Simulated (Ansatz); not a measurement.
Ansatz (an electronic-structure program) input (RI-MP2/cc-pV(Q+d)Z):
A basis named .json is the Basis Set Exchange file of that set.

Ansatz 0.2 input:
```yaml
crystal:
  periodic: [false, false, false]
  atoms:
    - {symbol: C, position_ang: [1.74854211, -0.02881294, -0.67058714]}
    - {symbol: Si, position_ang: [0.04302886, 0.00553559, 0.01608819]}
    - {symbol: C, position_ang: [-0.80847966, -1.64529570, -0.16591538]}
    - {symbol: C, position_ang: [-0.98031821, 1.36906965, -0.74349830]}
    - {symbol: F, position_ang: [0.17767524, 0.31612324, 1.59696460]}
    - {symbol: H, position_ang: [1.95454569, -0.21797611, -1.71910540]}
    - {symbol: H, position_ang: [2.63114351, 0.13790455, -0.06308563]}
    - {symbol: H, position_ang: [-0.89868438, -1.91716804, -1.22043736]}
    - {symbol: H, position_ang: [-0.24930160, -2.43540193, 0.33794315]}
    - {symbol: H, position_ang: [-1.81368658, -1.61164494, 0.26045443]}
    - {symbol: H, position_ang: [-0.52183992, 2.34542316, -0.57811134]}
    - {symbol: H, position_ang: [-1.07761315, 1.22157274, -1.82185187]}
    - {symbol: H, position_ang: [-1.98451023, 1.38491718, -0.31371721]}
basis:
  gaussian:
    orbitals: cc-pV_Q+d_Z.json
    fitting: {mean_field: def2-universal-jkfit, correlation: cc-pVQZ-RIFIT.json}
magnetization: {spin_polarized: true, initial_magnetization: 1}
correlation: {method: mp2, electrons: outside_noble_gas}
```

End of the output:

```
integrals: 1.20 GiB planned
574 factors; integrals over basis functions are off by at most 3.9e0 eV
1.10 GiB of device memory are held for the factors and their scratch space
mean field: 2.61 GiB planned
mean field evaluation 1: about -13786.8556 eV, gradient 3.0e1 eV
mean field evaluation 2: about -13790.4853 eV, gradient 1.3e1 eV
mean field evaluation 4: about -13791.1802 eV, gradient 1.1e0 eV
mean field evaluation 8: about -13791.1911 eV, gradient 1.8e-6 eV
mean field -13791.19108612 eV, -506.8169244098 hartree, gradient 1.8e-6 eV, S^2 0.760737; 0 other end points of the search recorded, 0 dependent functions left out
9 core orbitals not correlated
1126 factors; their error is unknown
reference -13791.19108612 eV, -506.8169244098 hartree; 16, 15 occupied and 499, 500 virtual orbitals, 1126 factors
second order -25.44899787 eV of doubles, -0.00000000 eV of singles
Total energy: -13816.64008399 eV, -507.7521578316 hartree
```

It need not be the lowest isomer of its formula.
